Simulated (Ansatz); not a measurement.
Cost and result up the ladder for (FSi)4O6 adamantane (Si4O6F4) (14 atoms). Total charge 0; singlet. Geometry: PBE-D4/def2-SVP.

```csv
atom,x (Å),y (Å),z (Å)
Si1,-0.289,-1.452,0.882
F2,-0.556,-2.798,1.700
O3,1.242,-0.837,1.175
Si4,1.586,0.577,0.346
F5,3.057,1.112,0.667
O6,1.383,0.250,-1.284
Si7,-0.141,-0.316,-1.688
F8,-0.271,-0.609,-3.253
O9,-0.411,-1.691,-0.771
O10,-1.242,0.837,-1.175
Si11,-1.157,1.191,0.460
F12,-2.230,2.295,0.886
O13,-1.383,-0.250,1.284
O14,0.411,1.691,0.771
```

Ansatz on 4 threads of Arm Neoverse V2 on a shared host. Times are rough, and most runs start from the orbitals of an earlier one. PBE0-D4/def2-TZVP serves as the yardstick here, not as an exact answer. Differences are given only for rows in sets of like size (and for xTB, whose basis is part of the method), since another set adds its own error. Binding counts from free atoms at the same level (Si triplet, F doublet, O triplet; other spins of the atoms weren't run), without zero-point energy or a counterpoise term.

Correlated methods freeze 30 core orbitals. The rows differ in basis, and correlated rows in double-zeta sets carry the largest basis error.

Correlated methods converge slowly with the basis, most of all in double-zeta sets.

```csv
level,functions,wall time
PBE-D4/def2-SVP,212,4.4 s
MP2/def2-SVP,212,4.9 s
PBE0-D4/def2-SVP,212,6 s
LDA (SPW92)/def2-TZVP,458,6.5 s
PBE-D4/def2-TZVP,458,11 s
HF/def2-TZVP,458,22 s
r2SCAN-D4/def2-TZVP (with forces),458,25 s
PBE0-D4/def2-TZVP,458,26 s
```

(1) Estimate what each level gives for the binding energy per atom (eV).

Answers

(1) 
```tsv
level	binding energy per atom (eV)	difference from PBE0-D4/def2-TZVP (eV)
PBE-D4/def2-SVP	5.70	–
MP2/def2-SVP	5.45	–
PBE0-D4/def2-SVP	5.48	–
LDA (SPW92)/def2-TZVP	6.62	1.00
PBE-D4/def2-TZVP	5.80	0.18
HF/def2-TZVP	4.07	-1.55
r2SCAN-D4/def2-TZVP (with forces)	5.74	0.13
PBE0-D4/def2-TZVP	5.62	0.00
```
